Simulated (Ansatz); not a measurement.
Sn₁₀O₄H₁₆. Total charge 0; singlet. Geometry PBE-D4/def2-SVP, basis def2-TZVP, Ansatz.

```xyz
30

Sn    2.771    0.476    1.109
Sn   -0.838    1.831   -1.807
Sn   -1.591    0.182    2.354
Sn   -0.325   -3.072   -1.679
Sn    1.014    0.766    3.304
Sn   -2.291    2.303    0.590
Sn    1.958    1.679   -1.319
Sn    3.035   -2.144    0.076
Sn   -1.396   -0.684   -2.977
Sn   -0.963   -2.283    1.044
O    -1.086    3.340   -3.161
O    -2.632    0.197    4.115
O    -2.456   -2.850   -0.414
O     1.872   -2.147   -1.680
H     4.427    0.889    1.474
H    -0.709    4.172   -2.810
H    -3.524   -0.174    3.965
H    -3.058   -2.134   -0.700
H     1.274    2.389    3.864
H     1.582   -0.310    4.542
H    -2.049    3.875    1.298
H    -3.990    2.190    0.225
H     2.888    3.125   -1.588
H     2.570    0.543   -2.521
H     2.017   -1.311   -2.178
H     4.602   -2.541   -0.570
H    -0.993   -0.438   -4.657
H    -3.145   -0.795   -2.957
H     2.362   -3.564    0.806
H    -1.326   -3.508    2.253
```

| run | HOMO (eV) | LUMO (eV) |
| --- | --- | --- |
| A | -6.02 | -2.60 |
| B | -5.46 | -3.11 |
| C | -5.17 | -3.08 |
| D | -5.29 | -3.17 |
| E | -7.51 | 0.03 |
| F | -5.47 | -3.39 |

In the def2 sets Sn takes a core potential; there is no spin–orbit coupling. Single mean-field runs in def2-TZVP are fitted with def2-universal-jkfit.

Q: The runs used BLYP, HF, LDA (SPW92), PBE, PBE0, r2SCAN. Estimate which is which.

A: A PBE0 (25 % exact exchange); B r2SCAN (0 % exact exchange); C BLYP (0 % exact exchange); D PBE (0 % exact exchange); E HF (100 % exact exchange); F LDA (SPW92) (0 % exact exchange). Exact exchange lowers occupied and raises empty levels; among semilocal functionals meta-GGAs tend to open the gap a little, and such runs are hard to tell apart. The gap grows from 2.08 eV (LDA (SPW92)) to 7.54 eV (HF).
